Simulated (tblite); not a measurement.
Species: C₉H₁₂O.
Z-matrix (Å and degrees, GFN2-xTB geometry), rows numbered from 1:
```
C 
C   1  1.5240
C   2  1.4846  1  113.00
C   3  1.3265  2  133.33  1     3.75
C   4  1.5306  3  105.01  2   178.51
O   5  1.4219  4  100.89  3    34.22
C   6  1.4212  5   95.03  4   -53.93
C   7  1.5292  3  105.16  2  -108.52
C   8  1.3266  7  105.01  3   -70.28
C   9  1.4807  5  123.29  4  -107.84
H   1  1.0873  2  110.53  3   -61.60
H   1  1.0871  2  110.20  3    58.36
H   1  1.0876  2  110.35  3   178.26
H   2  1.0956  1  109.95  3   121.25
H   2  1.0948  1  109.79  3  -121.34
H   4  1.0702  3  131.05  2     0.03
H   5  1.0852  4  117.63  3   156.74
H   7  1.0852  3  117.33  2    24.55
H   8  1.0708  7  124.37  3   108.32
H  10  1.0871  9  110.62  5   178.74
H  10  1.0899  9  110.34  5   -60.54
H  10  1.0904  9  109.84  5    58.18
```

All values are computed: GFN2-xTB (tblite) harmonic vibrations without scaling, gas phase. The method is semi-empirical: single wavenumbers can be off by several per cent or more. One conformer, not necessarily the lowest.

Harmonic wavenumbers (cm⁻¹): 53.5, 118.5, 131.3, 165.0, 211.4, 253.0, 292.7, 353.5, 428.7, 508.4, 563.9, 591.5, 611.8, 709.1, 770.4, 779.2, 796.4, 815.1, 900.2, 914.7, 946.8, 960.9, 972.1, 1008.4, 1023.2, 1028.4, 1048.9, 1076.5, 1087.3, 1118.1, 1141.4, 1153.0, 1168.7, 1175.9, 1210.5, 1235.4, 1237.8, 1250.5, 1344.0, 1394.3, 1409.7, 1464.5, 1468.5, 1474.8, 1498.1, 1506.1, 1699.8, 1717.1, 2926.5, 2951.7, 2993.8, 3009.1, 3034.9, 3035.7, 3037.3, 3040.7, 3041.9, 3045.5, 3169.3, 3174.8.

A = 2655, B = 946.7, C = 889.7 MHz; mass 136.089 u (most abundant isotopes); point group C1, symmetry number 1.

Question: Zero-point energy?

Answer: Half the sum of the wavenumbers: 40625 cm⁻¹ = 116.15 kcal/mol.

Question: What is S at 500 K and 1 bar for an ideal gas of classical rigid rotors and harmonic oscillators?

Answer: Translation 43.23, rotation 30.90, vibration 47.05: S = 121.2 cal/(mol K).

Question: And Cp and H(500 K) − H(0)?

Answer: Cp = 62.43 cal/(mol K), of which vibrations give 54.48 (their classical limit is 60 R = 119.2); H(500 K) − H(0) = 16.90 kcal/mol without the zero-point energy, 12.93 from vibrations.

Question: Which modes carry the vibrational entropy at 500 K?

Answer: 53.5 cm⁻¹: 5.71; 118.5 cm⁻¹: 4.13; 131.3 cm⁻¹: 3.93; 165.0 cm⁻¹: 3.49; 211.4 cm⁻¹: 3.01; 253.0 cm⁻¹: 2.66 cal/(mol K); the other 54 give 24.12 together.

Question: How do the functions run with temperature in this model?

Answer: 
| T (K) | S (cal/(mol K)) | Cp (cal/(mol K)) | H − H(0) (kcal/mol) | G − H(0) (kcal/mol) | ln q(vib) |
| --- | --- | --- | --- | --- | --- |
| 100 | 67.6 | 17.1 | 1.19 | -5.57 | 1.18 |
| 200 | 82.4 | 26.8 | 3.37 | -13.10 | 3.34 |
| 300 | 95.5 | 39.0 | 6.65 | -22.00 | 5.65 |
| 800 | 155.9 | 84.8 | 39.30 | -85.39 | 18.53 |
| 1000 | 175.9 | 94.3 | 57.26 | -118.60 | 23.61 |

q(vib) and H(0) count from the zero-point level.

Question: Blend soft modes into free rotors: weight 1/[1 + (100 cm⁻¹/ν̃)⁴] for the oscillator and the rest for a rotor with moment μB/(μ + B), μ = h/(8π²ν), B = 10⁻⁴⁴ kg m². What vibrational entropy results?

Answer: 44.84 cal/(mol K) in place of 47.05, which changes −T·S at 500 K by +1.10 kcal/mol.

Hindered rotation and anharmonicity are outside this model. Other conformers, if any are populated, would add a mixing term that is left out. The structure is chiral; the term R ln 2 for an equal mix with its mirror image is left out.

On an Intel Xeon at 2.50 GHz with one thread, on a shared host, this took 5.8 s wall, 3.2 s CPU. The figure is for the frequency step alone.
